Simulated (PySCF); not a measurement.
# Dipole response of In- (indium, charge -1)

[Kr] 4d10 5s2 5p2, high-spin 3P determinant. Calculation: PySCF 2.14, in aug-cc-pVDZ-PP with ECP28MDF (5s4p3d, 32 functions); a scalar-relativistic core potential. Coupled (time-dependent) response in atomic units; α is the mean over directions. A double-zeta set is small for polarisabilities.

```
method  mean α (bohr³)         α xx, yy, zz  C₆ (like pair)  S(−4)
   UHF           290.1  130.4, 370.0, 369.9            5452  70630
```

S(−4) is the Cauchy moment in α(ω) = α(0) + S(−4) ω² + …

Spin-orbit coupling is absent.

α(iu) at UHF:

```json
{"u (hartree)": "0", "α(iu) (bohr³)": "290.1"}
{"u (hartree)": "0.0500", "α(iu) (bohr³)": "197.5"}
{"u (hartree)": "0.100", "α(iu) (bohr³)": "125.5"}
{"u (hartree)": "0.200", "α(iu) (bohr³)": "63.16"}
{"u (hartree)": "0.300", "α(iu) (bohr³)": "36.80"}
{"u (hartree)": "0.500", "α(iu) (bohr³)": "16.54"}
{"u (hartree)": "0.750", "α(iu) (bohr³)": "8.267"}
{"u (hartree)": "1.00", "α(iu) (bohr³)": "4.956"}
{"u (hartree)": "1.50", "α(iu) (bohr³)": "2.354"}
{"u (hartree)": "2.00", "α(iu) (bohr³)": "1.369"}
{"u (hartree)": "3.00", "α(iu) (bohr³)": "0.6288"}
{"u (hartree)": "5.00", "α(iu) (bohr³)": "0.2324"}
```

For an ion, C₆ is the dispersion term alone; charge-induced terms of lower order in 1/R come first.

The components differ because the open shell of this determinant is not spherical; for a pure term their mean is the scalar polarisability.

Energies and moments cover only the electrons outside the core potential.
